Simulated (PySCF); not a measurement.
Gas-phase reaction: 2 GaH₃.NH₃ + 4 N → Ga₂H₆ + 3 N₂H₂

Method: PySCF energies plus ideal-gas RRHO corrections (1 bar). † marks an energy on the PBE0/def2-TZVP geometry and frequencies; other levels use their own. CCSD(T) freezes the core. 6-31G* has spherical d functions here. Open shells (unrestricted): N (multiplicity 4); the rest are closed-shell singlets. B3LYP is the form with VWN-RPA correlation. Ga: all electrons, no relativistic terms. Adducts (GaH₃.NH₃) have no counterpoise correction, and HF, PBE, BLYP, B3LYP and PBE0 lack dispersion. GaH₃.NH₃, Ga₂H₆: computed as isolated molecules; such fragments, hydroxides, amides, oligomers or adducts are transient or little studied in the gas. CCSD(T) isn't extrapolated to the basis-set limit; its ΔH°(298 K) is -932.1 kJ in def2-SVP and -1025.2 kJ in def2-TZVPP. The harmonic model lacks anharmonicity and excited electronic states, which grow with temperature; levels with a mode under 35 cm⁻¹ are left out. Soft modes under 120 cm⁻¹ make the harmonic entropy rough for GaH₃.NH₃.

| level | ΔE electronic, kJ | ΔH°(298 K), kJ | ΔS°(298 K), J/K | ΔG°(2500 K), kJ |
|---|---|---|---|---|
| B3LYP/6-31G* | -1131 | -1116 | -228 | -427 |
| B3LYP/def2-TZVP† | -1190 | -1170 | -230 | -472 |
| CCSD(T)/def2-SVP† | -952 | -932 | -230 | -233 |
| HF/6-31G* | -66 | -39 | -232 | 669 |
| PBE0/def2-QZVP† | -1176 | -1156 | -230 | -458 |
| PBE0/def2-TZVP | -1170 | -1151 | -230 | -452 |
| r2SCAN/def2-TZVP† | -1107 | -1088 | -230 | -389 |
| ωB97M-V/def2-TZVP† | -1176 | -1156 | -230 | -457 |
| ωB97X-V/def2-TZVP† | -1187 | -1167 | -230 | -468 |
ΔH° is lowest at B3LYP/def2-TZVP† and highest at HF/6-31G*. No reference value is set beside these.
